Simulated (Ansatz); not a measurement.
Computed with Ansatz on PBE0-D4/def2-TZVP structures; ΔE is electronic, products minus reactants. CCSD(T)/CBS is the MP2 limit (def2-TZVPP, def2-QZVPP) plus CCSD(T) − MP2 in def2-TZVPP, frozen cores. This one scheme is used for every species. def2 core potentials past Kr. For Sn outer-core shells are correlated without core-valence functions, which leaves a few kJ/mol of doubt a bond. One conformer a species, not always the lowest.

`[OH][Sn][F]` + `O[SiH2]N[SiH3]` → `[OH][Sn][OH]` + `F[SiH2]N[SiH3]`  (redistribution)

```csv
species,CCSD(T)/CBS(def2) energy (Eh)
`[OH][Sn][F]`,-389.66871
`O[SiH2]N[SiH3]`,-712.34260
`[OH][Sn][OH]`,-365.64035
`F[SiH2]N[SiH3]`,-736.37696
```

**Question.** Work out ΔE.

**Answer.** ΔE = (-365.64035) + (-736.37696) − (-389.66871) − (-712.34260) = -0.00600 Eh = -15.8 kJ/mol.

Largest T1 diagnostic among the species: 0.018.

In def2-TZVPP, CCSD(T) changes the Hartree–Fock value by −4.4 kJ/mol (the triples alone add −0.3 kJ/mol) and MP2 by −5.9 kJ/mol.
